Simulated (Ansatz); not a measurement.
Ansatz (a program for electronic structure) input (B3LYP-D3(BJ)/def2-TZVP):

Ansatz 0.2 input:
```yaml
crystal:
  periodic: [false, false, false]
  atoms:
    - {symbol: Y, position_ang: [0.75787954, -0.47793489, 0.56629350]}
    - {symbol: O, position_ang: [1.34999852, -0.07716399, -1.16439939]}
    - {symbol: Br, position_ang: [-2.13408263, 0.61169744, 0.61044911]}
basis:
  gaussian:
    orbitals: def2-TZVP
hamiltonian:
  xc: b3lyp
  dispersion: d3bj
total_charge: -1
magnetization: {spin_polarized: true, initial_magnetization: 1}
relax: {f_tol: 0.002, max_steps: 150}
```

Output:

```
Functional definition: B3LYP
integrals: 0.05 GiB planned
931 factors; their error is unknown
mean field: 0.59 GiB planned
mean field evaluation 1: about -73138.7123 eV, gradient 2.8e1 eV
mean field evaluation 2: about -73032.3280 eV, gradient 1.4e2 eV
mean field evaluation 4: about -73141.8313 eV, gradient 5.5e0 eV
mean field evaluation 8: about -73141.9496 eV, gradient 1.2e-1 eV
mean field evaluation 16: about -73142.3168 eV, gradient 4.8e-4 eV
mean field -73142.31683343 eV, -2687.9305659855 hartree, gradient 4.1e-5 eV, S^2 0.750743; 0 other end points of the search recorded, 0 dependent functions left out
the calculation of the forces begins
reference -73142.31704843 eV, -2687.9305738867 hartree; 28, 27 occupied and 91, 92 virtual orbitals, 931 factors
relax step   1: F+E_penalty+E_count = -73142.46830283 eV  Δ(F+E_penalty+E_count) = +0.000e0 eV  max|allowed force component| = 1.384e0 eV/Å  Δτ_max = 0.0000 Å  (35 SCF iters, accepted)
these checks for a lower state are left out or cut short: starts, cluster_reference, orbital_swaps, neighbouring_geometries, increment
integrals: 0.04 GiB planned
931 factors; their error is unknown
mean field: 0.59 GiB planned
mean field -73142.51164493 eV, -2687.9377251761 hartree, gradient 1.1e-5 eV, S^2 0.750622; 0 other end points of the search recorded, 0 dependent functions left out
the calculation of the forces begins
reference -73142.51186032 eV, -2687.9377330915 hartree; 28, 27 occupied and 91, 92 virtual orbitals, 931 factors
relax step   2: F+E_penalty+E_count = -73142.66165817 eV  Δ(F+E_penalty+E_count) = -1.934e-1 eV  max|allowed force component| = 7.192e-1 eV/Å  Δτ_max = 0.1946 Å  (41 SCF iters, accepted)
these checks for a lower state are left out or cut short: starts, cluster_reference, orbital_swaps, neighbouring_geometries, increment
integrals: 0.04 GiB planned
931 factors; their error is unknown
mean field: 0.60 GiB planned
mean field evaluation 32: about -73142.1820 eV, gradient 7.5e-2 eV
mean field -73142.54793415 eV, -2687.9390587804 hartree, gradient 1.2e-5 eV, S^2 0.750566; 0 other end points of the search recorded, 0 dependent functions left out
the calculation of the forces begins
reference -73142.54814877 eV, -2687.9390666674 hartree; 28, 27 occupied and 91, 92 virtual orbitals, 931 factors
relax step   3: F+E_penalty+E_count = -73142.69847213 eV  Δ(F+E_penalty+E_count) = -3.681e-2 eV  max|allowed force component| = 3.623e-1 eV/Å  Δτ_max = 0.0449 Å  (36 SCF iters, accepted)
these checks for a lower state are left out or cut short: starts, cluster_reference, orbital_swaps, neighbouring_geometries, increment
integrals: 0.04 GiB planned
931 factors; their error is unknown
mean field: 0.60 GiB planned
mean field -73142.56580561 eV, -2687.9397155444 hartree, gradient 2.6e-5 eV, S^2 0.750556; 0 other end points of the search recorded, 0 dependent functions left out
the calculation of the forces begins
reference -73142.56601840 eV, -2687.9397233643 hartree; 28, 27 occupied and 91, 92 virtual orbitals, 931 factors
relax step   4: F+E_penalty+E_count = -73142.71840979 eV  Δ(F+E_penalty+E_count) = -1.994e-2 eV  max|allowed force component| = 1.166e-1 eV/Å  Δτ_max = 0.0831 Å  (36 SCF iters, accepted)
these checks for a lower state are left out or cut short: starts, cluster_reference, orbital_swaps, neighbouring_geometries, increment
integrals: 0.05 GiB planned
931 factors; their error is unknown
mean field: 0.60 GiB planned
mean field -73142.56759805 eV, -2687.9397814153 hartree, gradient 7.9e-6 eV, S^2 0.750564; 0 other end points of the search recorded, 0 dependent functions left out
the calculation of the forces begins
reference -73142.56781086 eV, -2687.9397892360 hartree; 28, 27 occupied and 91, 92 virtual orbitals, 931 factors
relax step   5: F+E_penalty+E_count = -73142.72021187 eV  Δ(F+E_penalty+E_count) = -1.802e-3 eV  max|allowed force component| = 1.231e-2 eV/Å  Δτ_max = 0.0192 Å  (37 SCF iters, accepted)
these checks for a lower state are left out or cut short: starts, cluster_reference, orbital_swaps, neighbouring_geometries, increment
integrals: 0.05 GiB planned
931 factors; their error is unknown
mean field: 0.60 GiB planned
mean field -73142.56752338 eV, -2687.9397786712 hartree, gradient 2.1e-5 eV, S^2 0.750565; 0 other end points of the search recorded, 0 dependent functions left out
the calculation of the forces begins
reference -73142.56773605 eV, -2687.9397864866 hartree; 28, 27 occupied and 91, 92 virtual orbitals, 931 factors
relax step   6: F+E_penalty+E_count = -73142.72030837 eV  Δ(F+E_penalty+E_count) = -9.650e-5 eV  max|allowed force component| = 1.426e-3 eV/Å  Δτ_max = 0.0073 Å  (36 SCF iters, accepted)
integrals: 0.05 GiB planned
931 factors; their error is unknown
mean field: 0.60 GiB planned
mean field evaluation 64: about -73142.2026 eV, gradient 7.9e-5 eV
mean field -73142.56752338 eV, -2687.9397786712 hartree, gradient 1.7e-5 eV, S^2 0.750565; 1 other end points of the search recorded, 0 dependent functions left out
the calculation of the forces begins
reference -73142.56773605 eV, -2687.9397864866 hartree; 28, 27 occupied and 91, 92 virtual orbitals, 931 factors
Total energy: -73142.72052103 eV, -2687.9454012314 hartree
Atom 0 at     0.575141    -0.372082     0.466976 Å, force    -0.001067     0.000578    -0.000469 eV/Å
Atom 1 at     1.462868    -0.131040    -1.134803 Å, force    -0.000358    -0.000080     0.000600 eV/Å
Atom 2 at    -2.064214     0.559721     0.680171 Å, force     0.001425    -0.000498    -0.000131 eV/Å
Dipole moment:    -0.528425     0.022621     0.495085 e Å
```

The spin state was set by rule; other spins were not relaxed.
